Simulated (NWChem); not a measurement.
**H3FTi in NWChem**

SMILES: [F][TiH3]
```xyz
5

Ti     0.3987    -0.0796     0.0000
F     -1.2917     0.2579     0.0000
H      1.1066     0.5896     1.3768
H      1.1066     0.5896    -1.3768
H      0.6398    -1.7489     0.0000
```
Charge 0, spin multiplicity 1.

Program: NWChem. All single points use one geometry, from B3LYP/def2-SVP, a minimum by its harmonic frequencies.

Symmetry labels belong to the abelian group Cs used in the runs, with the axes of the coordinates shown; states degenerate in a higher group split over its labels.

The structure started from a generated list of species.

List the lowest 6 singlet excitations that TD-PBE/def2-SVPD gives, with oscillator strengths.


```csv
state,symmetry,energy (eV),wavelength (nm),f
1,a",3.24,383,0.000
2,a",3.35,371,0.000
3,a',3.35,371,0.000
4,a',3.60,345,0.002
5,a',3.98,311,0.006
6,a",3.98,311,0.006
```
